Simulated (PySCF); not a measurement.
Cl₃Zr, doublet, geometry from GFN2-xTB (such geometries of metal compounds can be far from the true shape) (the multiplicity is a formal guess) (core potentials on Zr); HF/def2-SV(P) run with PySCF.

The PySCF input:
```python
from pyscf import gto, scf

mol = gto.M(
    atom='''
Zr    0.12206903    0.38570128    0.24620110
Cl    1.92199845   -0.63136816   -0.67832307
Cl   -0.91043027   -1.15482041    1.54607003
Cl   -1.29878943    0.87865615   -1.44704367
''',
    basis='def2-sv(p)',
    ecp={'Zr': 'def2-sv(p)'},
    spin=1,
    verbose=4,
)

mf = scf.UHF(mol)
mf.kernel()
```

Problem. Write the output that PySCF gives for this input, abridged.

Solution. 
```
PySCF version 2.14.0

[INPUT] verbose = 4
[INPUT] num. atoms = 4
[INPUT] num. electrons = 63
[INPUT] charge = 0
[INPUT] spin (= nelec alpha-beta = 2S) = 1
[INPUT] symmetry False subgroup None
[INPUT] Mole.unit = angstrom
[INPUT] Symbol           X                Y                Z      unit          X                Y                Z       unit  Magmom
[INPUT]  1 Zr     0.122069030000   0.385701280000   0.246201100000 AA    0.230677034991   0.728869785094   0.465252650567 Bohr   0.0
[INPUT]  2 Cl     1.921998450000  -0.631368160000  -0.678323070000 AA    3.632050682339  -1.193112906171  -1.281844826274 Bohr   0.0
[INPUT]  3 Cl    -0.910430270000  -1.154820410000   1.546070030000 AA   -1.720463865814  -2.182294297958   2.921648926098 Bohr   0.0
[INPUT]  4 Cl    -1.298789430000   0.878656150000  -1.447043670000 AA   -2.454356316180   1.660419481165  -2.734516226586 Bohr   0.0

nuclear repulsion = 269.068075916619
number of shells = 34
number of NR pGTOs = 158
number of NR cGTOs = 78
basis = def2-sv(p)
ecp = {'Zr': 'def2-sv(p)'}

******** <class 'pyscf.scf.uhf.UHF'> ********
method = UHF
initial guess = minao
damping factor = 0
level_shift factor = 0
DIIS = <class 'pyscf.scf.diis.CDIIS'>
diis_start_cycle = 1
diis_space = 8
diis_damp = 0
SCF conv_tol = 1e-09
SCF conv_tol_grad = None
SCF max_cycles = 50
direct_scf = True
direct_scf_tol = 1e-13
number electrons alpha = 32  beta = 31
Set gradient conv threshold to 3.16228e-05
init E= -1418.63607951277

cycle= 1 E= -1424.74431464777  delta_E= -6.11  |g|= 0.356  |ddm|= 2.66
cycle= 2 E= -1424.78292241666  delta_E= -0.0386  |g|= 0.0852  |ddm|= 0.542
cycle= 3 E= -1424.78765220762  delta_E= -0.00473  |g|= 0.0338  |ddm|= 0.184
cycle= 4 E= -1424.78863654671  delta_E= -0.000984  |g|= 0.0103  |ddm|= 0.0679
cycle= 5 E= -1424.78880734597  delta_E= -0.000171  |g|= 0.00401  |ddm|= 0.0377
cycle= 6 E= -1424.78884805129  delta_E= -4.07e-05  |g|= 0.00159  |ddm|= 0.0204
cycle= 7 E= -1424.78885731331  delta_E= -9.26e-06  |g|= 0.000761  |ddm|= 0.00854
cycle= 8 E= -1424.78886000415  delta_E= -2.69e-06  |g|= 0.000295  |ddm|= 0.00541
cycle= 9 E= -1424.78886042325  delta_E= -4.19e-07  |g|= 8.93e-05  |ddm|= 0.00253
cycle= 10 E= -1424.7888604559  delta_E= -3.27e-08  |g|= 3.99e-05  |ddm|= 0.000582
cycle= 11 E= -1424.78886046293  delta_E= -7.02e-09  |g|= 1.2e-05  |ddm|= 0.00032
cycle= 12 E= -1424.78886046347  delta_E= -5.42e-10  |g|= 3.32e-06  |ddm|= 7.53e-05
Extra cycle  E= -1424.78886046349  delta_E= -2.36e-11  |g|= 1.83e-06  |ddm|= 9.27e-06
converged SCF energy = -1424.78886046349  <S^2> = 0.75412784  2S+1 = 2.0041236
```
